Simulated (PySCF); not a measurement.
**TaO₂⁻, singlet: structure and spectrum**

Computed with PySCF, PBE0, basis Ta def2-SVPD with ECP60, O def2-SVPD (scalar-relativistic core potentials, no spin–orbit coupling, density fitting).

The structure is a minimum.

Coordinates in bohr (charge -1 multiplicity 1):
```
Ta    0.0000    0.0000   -0.2940
O     2.6758    0.0000    1.6546
O    -2.6758    0.0000    1.6546
```

```json
{
  "Point group": "C2v",
  "Bond lengths": "Ta–O 1.752 Å (×2)",
  "Bond angles": "O–Ta–O 107.9°",
  "Dipole moment about the centre of mass": "2.51 D",
  "Principal quadrupole moments (Buckingham, traceless) about the centre of mass": "-6.54, 0.07, 6.47 D Å",
  "Heat capacity Cp at 298.15 K": "44.0 J/(mol K)",
  "Entropy at 298.15 K and 1 bar": "275.3 J/(mol K)",
  "Zero-point energy": "13.0 kJ/mol",
  "Principal polarisabilities": "95.3, 103.0, 119.7 bohr³",
  "Highest occupied level": "-0.46 eV",
  "Rotational symmetry number": "2",
  "Lowest empty level": "2.73 eV",
  "Rotational constants": "0.5832, 0.2628, 0.1812 cm⁻¹",
  "Enthalpy at 298.15 K above 0 K": "11.24 kJ/mol"
}
```

Harmonic modes (masses in u: Ta 180.948, O 15.995):
```csv
symmetry,ω (cm⁻¹),IR (km/mol)
a1,310,4.2
b2,898,231
a1,965,116
```

In C2v the vibrations span 2a1 + b2. Here b1 is antisymmetric to the molecular plane and b2 lies in it.

Charges (e); Mulliken and Löwdin values are unreliable with diffuse functions:
```tsv
atom	Mulliken	Löwdin	polar tensor	Mayer order to Ta1
Ta1	0.21	0.46	0.56	–
O2,3	-0.61	-0.73	-0.78	1.67
```

Mulliken populations on Ta1 (electrons outside its core potential): s 3.76, p 6.23, d 2.67, f 0.13.

Outer orbital energies (eV). occupied: -18.72, -5.32, -5.00, -4.47, -4.15, -4.06, -2.93, -0.46; empty: 2.73, 2.84, 4.21, 4.90.

Formally Ta is in oxidation state +3, d2, with 0 unpaired electrons (the high-spin count would be 2). The polar-tensor charge on Ta, 0.56, is far below the formal one.

This need not be the most stable arrangement of these atoms. The lowest empty level of this anion is unbound, so it and the gap depend on the basis. With an element this heavy the missing spin–orbit coupling can shift these numbers.

The final relaxation and frequency run took 14 s on 2 threads of a shared Arm Neoverse V2 host, with 81 basis functions and 9 gradients; the process peaked at 0.77 GiB. Launch command: `OMP_NUM_THREADS=2 python axn.py task.json out`.
